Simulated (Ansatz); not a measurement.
```xyz
7

C     0.0517    0.7044    0.0000
N     0.0517   -3.6877    0.0000
H    -0.9417    1.1762    0.0000
H    -0.4582   -4.0275    0.8124
H    -0.4582   -4.0275   -0.8124
H     0.5928    1.0567    0.8807
H     0.5928    1.0567   -0.8807
```

Basis set: pcseg-2 (spherical functions). Charge 0, multiplicity 1.

Computed with Ansatz (development build ahead of 0.2.0); each method stands on the lowest determinant of its kind that the runs found.

The atomization energy at this shape (free ground-state atoms in the same class of orbitals less the molecule, no zero-point energy) of singlet CH5N in separate pieces:

| method | atomization energy |
| --- | --- |
| ωB97X (unrestricted) | 2011.6 kJ/mol |

What does r²SCAN (unrestricted) give?

2032.3 kJ/mol. Caution: charge can spread falsely over distant fragments; the shape is not the minimum; the unrestricted determinant is a mixture of spin states.
